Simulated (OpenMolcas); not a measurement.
Tc5+: ligand-field states by method

Tc5+ with 6 ligands (fluoride) in octahedral coordination (Oh) at 1.91 Å. A charge of +0.167 e stands 2.4 Å behind each ligand. Ligand basis ANO-RCC-VDZP.
```
Tc    0.0000    0.0000    0.0000
F     1.9100    0.0000    0.0000
F     0.0000    1.9100    0.0000
F    -1.9100    0.0000    0.0000
F     0.0000   -1.9100    0.0000
F     0.0000    0.0000    1.9100
F     0.0000    0.0000   -1.9100
```

| Quantity | Value |
| --- | --- |
| Program | OpenMolcas |
| Basis | ANO-RCC-VDZP [6s5p3d1f] |
| Scalar Hamiltonian | DKH2, point nucleus |
| Active space | 2 electrons in 5 orbitals (4d) |
| State averaging | 2S+1 = 3 even, 10 roots; 2S+1 = 1 even, 15 roots |
| Spin-orbit coupling | state interaction with AMFI integrals over the reference wave functions |

I. CASSCF
II. SS-CASPT2, IPEA 0.25 Eh, imaginary shift 0.1 Eh (closed shells correlated: 4s 4p and the ligand valence shells)
III. SS-CASPT2, IPEA 0 Eh, imaginary shift 0.1 Eh (closed shells correlated: 4s 4p and the ligand valence shells)

Spin-free states (labels of O, the rotations of Oh) in cm-1, each column counted from its own energy of the first state listed:

```json
{"State": "3T1", "Degeneracy": "3", "I": "0", "II": "0", "III": "0"}
{"State": "1T2", "Degeneracy": "3", "I": "10144", "II": "7220", "III": "7470"}
{"State": "1E", "Degeneracy": "2", "I": "10817", "II": "7310", "III": "7280"}
{"State": "1A1", "Degeneracy": "1", "I": "24050", "II": "17530", "III": "16440"}
{"State": "3T2", "Degeneracy": "3", "I": "31851", "II": "33920", "III": "33640"}
{"State": "3T1", "Degeneracy": "3", "I": "41126", "II": "40670", "III": "39930"}
```

From I to II, I's first state of the same spin (3T2) moves from 31851 to 33920 cm-1, by about +2100 cm-1.

From I to II, I's first state of another spin (1T2) moves from 10144 to 7220 cm-1, by about -2900 cm-1.

I: A least-squares ligand-field fit to the states below 45000 cm-1, each weighted by its degeneracy and with a free common offset, gives 10Dq = 32803 cm-1, B = 765 cm-1 and C = 2535 cm-1 (C/B = 3.31), with an rms deviation of 396 cm-1. The same method and metal basis give the free ion B = 936 cm-1 (fit to its terms below 60000 cm-1, rms deviation 14 cm-1), so the nephelauxetic ratio is β = 765 / 936 = 0.82; it hangs on how both fits weigh the states, and computed free-ion B values tend to be too large, so β mixes covalency with correlation.

II: A least-squares ligand-field fit to the states below 45000 cm-1, each weighted by its degeneracy and with a free common offset, gives 10Dq = 34278 cm-1, B = 585 cm-1 and C = 1549 cm-1 (C/B = 2.65), with an rms deviation of 479 cm-1. The same method and metal basis give the free ion B = 849 cm-1 (fit to its terms below 60000 cm-1, rms deviation 463 cm-1), so the nephelauxetic ratio is β = 585 / 849 = 0.69; it hangs on how both fits weigh the states, and computed free-ion B values tend to be too large, so β mixes covalency with correlation.

III: A least-squares ligand-field fit to the states below 45000 cm-1, each weighted by its degeneracy and with a free common offset, gives 10Dq = 33816 cm-1, B = 558 cm-1 and C = 1521 cm-1 (C/B = 2.73), with an rms deviation of 545 cm-1. 

From I to II, 10Dq changes by +4 %, B by -24 % and C by -39 %.

χT at 300 K: I 0.36, II 0.35, III 0.35 cm3 K/mol.

Roots that are degenerate in the reference are averaged as groups; the widest CASPT2 spread within a group is 620 cm-1 (the 3-fold group of multiplicity 1 near 39600 cm-1 above the lowest state of its run, III). Shifts and gaps below about the spread of the groups concerned are not significant. Over all roots computed the reference weight is 0.66 to 0.68 in II, 0.65 to 0.67 in III; a low but even weight reflects the number of correlated electrons. An orbital triplet at a regular site is open to Jahn-Teller coupling, which can distort the site and quench the lowest spin-orbit gaps and is left out. The least metal-like active orbital is 70 % on the metal (Löwdin) and no ligand orbital is active, so the numbers are rough. Ligand-to-metal charge-transfer states are missing. With no ligand orbital active B as a rule stays too high, so bands that hang on it stand too high and its fall with covalency is understated. Without dynamic correlation the repulsion within the d shell is too large (B by tens of per cent), so at a given field states of lower spin stand too high (holds for I). With metal d orbitals alone the field can be off either way by tens of per cent (holds for I). With one d shell and no ligand orbital active, 10Dq can be off by a tenth or more (holds for II; III). No measured value stands beside these numbers; the geometry was imposed, not optimised, and the real ion may take another.
